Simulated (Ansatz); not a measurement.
Consider the ligand exchange at the Se–Ge bond: `[F][Ge]([F])([F])[SeH]` + PH₃ → `P[SeH]` + `[F][GeH]([F])[F]`.

Computed with Ansatz on PBE0-D4/def2-TZVP structures; ΔE is electronic, products minus reactants. CCSD(T)/CBS adds triple-zeta CCSD(T) − MP2 to the extrapolated MP2 energy (def2 sets, frozen cores). This one scheme is used for every species. DFT in def2-TZVPP. HSE06 is defined as in plane-wave codes. For Ge, Se outer-core shells are correlated without core-valence functions, which leaves a few kJ/mol of doubt a bond. Scalar relativity is left out up to krypton. One conformer a species, not always the lowest.

| level | ΔE (kcal/mol) | difference from CCSD(T)/CBS |
| --- | --- | --- |
| B97M-V | 9.2 | 0.2 |
| r2SCANh-D4 | 9.6 | 0.6 |
| r2SCAN0-D4 | 9.4 | 0.4 |
| HSE06-D4 | 9.0 | 0.0 |
| PBE-QIDH | 9.1 | 0.1 |
| BLYP | 8.8 | -0.2 |
| PBE0 | 8.7 | -0.3 |
| HSE06 | 8.6 | -0.4 |
| MP2/def2-TZVPP | 9.6 | 0.6 |
| MP2/CBS(def2) | 8.7 | -0.3 |
| CCSD(T)/CBS | 9.0 | 0 |

Largest T1 diagnostic among the species: 0.013.

Leaving LDA and LC-ωPBE aside and taking each functional with its dispersion term where it has one, the values, not all of them listed here, spread over 0.9 kcal/mol, from revPBE-D4 to r2SCAN-D4. In def2-TZVPP, CCSD(T) changes the Hartree–Fock value by +1.3 kcal/mol (the triples alone add +0.1 kcal/mol) and MP2 by +0.9 kcal/mol. At CCSD(T), def2-SVP lies +2.3 kcal/mol from the extrapolated value and def2-TZVPP +1.0 kcal/mol.
